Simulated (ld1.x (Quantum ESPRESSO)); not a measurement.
**Before and after: ultrasoft potential for oxygen**

* Element: oxygen (O)
* Generator: ld1.x (Quantum ESPRESSO) 7.5
* Type: ultrasoft
* Functional: PW91
* Relativity: scalar-relativistic
* Frozen core: [He]
* Valence charge: 6
* Reference configuration: 2s2 2p4
* Partial waves: 2s (bound): rcut 0.85, rcutus 1.05 bohr; 2s channel at -1.15 Ry: rcut 0.85, rcutus 1.05 bohr; 2p (bound): rcut 1.05, rcutus 1.40 bohr; 2p channel at 0.35 Ry: rcut 1.05, rcutus 1.40 bohr; 3d channel at -0.05 Ry: rcut 0.95, rcutus 1.05 bohr
* Local potential: all-electron potential smoothed inside 0.95 bohr (lloc = -1)
* Core correction: a·sin(br)/r model core inside 1.10 bohr
* Augmentation charge: PSQ, radius 0.70 bohr

Change: all radii but the core radius scaled by about 1.41 (s 1.48, p 1.96, d 1.48 bohr, rcut 1.20/1.48/1.34); local potential all-electron potential smoothed inside 1.34 bohr (lloc = -1); augmentation PSQ, radius 0.98 bohr.

Cutoffs: the cutoffs (Ry, on a coarse ladder) from which the occupation-weighted sum of valence levels, in a spherical-Bessel basis at the reference potential, stays within 10 and 1 mRy of its value at 400 Ry; they do not see the model core or the augmentation charge, which bear on the density cutoff. Errors are all-electron minus pseudo energies relative to the spin-unpolarised reference configuration.

Q: Predict the effect on cutoff, ghosts and configuration errors.

A: The potential gets softer (35 Ry and 60 Ry → 21 Ry and 30 Ry); of the 7 tests that both files solve, the error grows in 3 and shrinks in 3 by more than 15 % and 0.3 meV (median size 12.6 → 12.6 meV); neither file shows a bound ghost. A larger radius leaves more room for a smooth pseudo-wave, so fewer plane waves are needed.

| quantity | base | changed |
| --- | --- | --- |
| cutoff, loose | 35 Ry | 21 Ry |
| cutoff, tight | 60 Ry | 30 Ry |
| loose cutoff by channel (10 mRy a level) | s 18 Ry, p 30 Ry | s 18 Ry, p 15 Ry |
| bound ghosts | none | none |
| error for 2s2 2p3, meV [ΔE 16.52 eV] | +0.4 | -11 |
| error for 2s2 2p2, meV [ΔE 50.23 eV] | +13 | -37 |
| error for 2s2 2p1, meV [ΔE 104.23 eV] | +85 | +34 |
| error for 2s2 2p4.3, meV [ΔE -2.15 eV] | +0.2 | -0.1 |
| error for 2s2 2p0, meV [ΔE 181.27 eV] | +413 | +544 |
| error for 2s0 2p6, meV [ΔE 29.87 eV] | +31 | +13 |
| error for 2s1 2p5, meV [ΔE 14.92 eV] | +7.5 | +3.9 |
| lowest overlap eigenvalue by channel | s 0.56, p 0.96, d 0.69 | s 0.69, p 0.45, d 0.91 |
